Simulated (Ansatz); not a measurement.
Isolated molecules relaxed with PBE0-D4/def2-TZVP in Ansatz; ΔE leaves out vibrations. CBS: MP2 limit from def2 TZ/QZ plus the TZ coupled-cluster correction, frozen cores. DFT in def2-TZVPP. B3LYP here is the variant with VWN-RPA as its local correlation; programs differ in this. One conformer a species, not always the lowest.

`BOCC(F)(F)F` + `N=C([SiH3])S` → `BSC(=N)[SiH3]` + `OCC(F)(F)F`  (ligand exchange at a B–O bond)

```csv
level,ΔE (kJ/mol)
B2PLYP,48.5
PBE0,39.2
B3LYP,51.0
HF/def2-TZVPP,59.7
CCSD/def2-TZVPP,47.3
MP2/def2-QZVPP,41.8
HF/CBS(def2),61.4
MP2/CBS(def2),40.5
```

Problem. What does CCSD(T)/CBS give? (Best estimate.)

Solution. Computed: +42.5 kJ/mol. The listed levels differ from it by 6.0, -3.3, 8.5, 17.2, 4.8, -0.7, 18.9, -2.0 kJ/mol.

Largest T1 diagnostic among the species: 0.015.

In def2-TZVPP, CCSD(T) changes the Hartree–Fock value by −15.4 kJ/mol (the triples alone add −3.0 kJ/mol) and MP2 by −17.5 kJ/mol. The D4 term adds −3.3 kJ/mol with B3LYP and −1.7 kJ/mol with PBE0; it sums over pairs of atoms, weighted by their polarisabilities, and B3LYP, whose exchange is more repulsive, gets the larger term.

CCSD(T)/CBS has its own doubt, a few kJ/mol and more with outer-core shells, so smaller differences from it don't rank the levels.
